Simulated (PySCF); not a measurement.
# Cost of excited-state runs on `CC#[N+][GaH2-][S]C`, C3H8GaNS

Mapped SMILES: `[CH3:1][C:2]#[N+:3][GaH2-:4][S:5][CH3:6]`; H(Xn) means a hydrogen on atom n.

PySCF with density fitting, on 1 thread of an Arm Neoverse V1, shared host. Command: `OMP_NUM_THREADS=1 python excited_run.py task.json out`

(1) How long does each of these runs take, and how much memory?
- magnetisability and related constants, CAM-B3LYP/pcSseg-1; isotopologues
- magnetisability and related constants, OLYP/cc-pVDZ; usual settings
- magnetisability and related constants, OLYP/def2-SVP; usual settings

## Answers

(1) 
| run | level | basis functions | wall time | peak memory (GiB) |
| --- | --- | --- | --- | --- |
| magnetisability and related constants | CAM-B3LYP/pcSseg-1 | 173 | 38 s | 0.89 |
| magnetisability and related constants | OLYP/cc-pVDZ | 141 | 29 s | 0.61 |
| magnetisability and related constants | OLYP/def2-SVP | 146 | 25 s | 0.57 |

Times from a shared host are rough.
